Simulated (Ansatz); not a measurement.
C₇H₈Cl₂Si (`C[Si](Cl)(Cl)c1ccccc1`), relaxed with RKS PBE-D4/def2-SVP in Ansatz 0.2.0 from a rough embedded geometry. The force threshold is 0.03 eV/Å; the program also tests the step.

Total charge 0; spin multiplicity 1.

Start:

```xyz
18

C     1.089   -2.474    1.443
Si    1.144   -0.575    1.411
Cl    3.029    0.133    1.094
Cl    0.558    0.162    3.140
C     0.076    0.261    0.110
C    -0.688   -0.474   -0.793
C    -1.472    0.128   -1.764
C    -1.489    1.518   -1.878
C    -0.682    2.297   -0.960
C     0.082    1.664    0.011
H     0.094   -2.772    1.637
H     1.757   -2.830    2.212
H     1.416   -2.779    0.489
H    -0.697   -1.548   -0.732
H    -2.087   -0.454   -2.420
H    -2.077    2.039   -2.611
H    -0.723    3.390   -1.061
H     0.670    2.315    0.670
```

Task: By how much does the energy fall, and how many steps does the optimiser take? (Estimate.)

Result: Ansatz gave: 0.47 eV, in 5 steps.

Task: Which bonds change most? (Best estimate.)

Result: Ansatz gave: Si2–Cl4 from 1.969 to 2.088 Å; C1–H13 from 1.053 to 1.109 Å; C1–H11 from 1.056 to 1.109 Å; Si2–Cl3 from 2.038 to 2.088 Å.

Task: Give the relaxed structure. (An estimate is asked.)

Result: Ansatz gave: 
```xyz
18

C     1.079   -2.408    1.403
Si    1.156   -0.541    1.415
Cl    3.136    0.067    1.151
Cl    0.561    0.153    3.292
C     0.100    0.283    0.108
C    -0.685   -0.489   -0.775
C    -1.477    0.129   -1.756
C    -1.494    1.527   -1.865
C    -0.718    2.308   -0.991
C     0.073    1.691   -0.013
H     0.044   -2.755    1.594
H     1.737   -2.816    2.195
H     1.419   -2.808    0.426
H    -0.683   -1.588   -0.703
H    -2.083   -0.486   -2.439
H    -2.114    2.013   -2.634
H    -0.730    3.406   -1.075
H     0.679    2.313    0.666
```
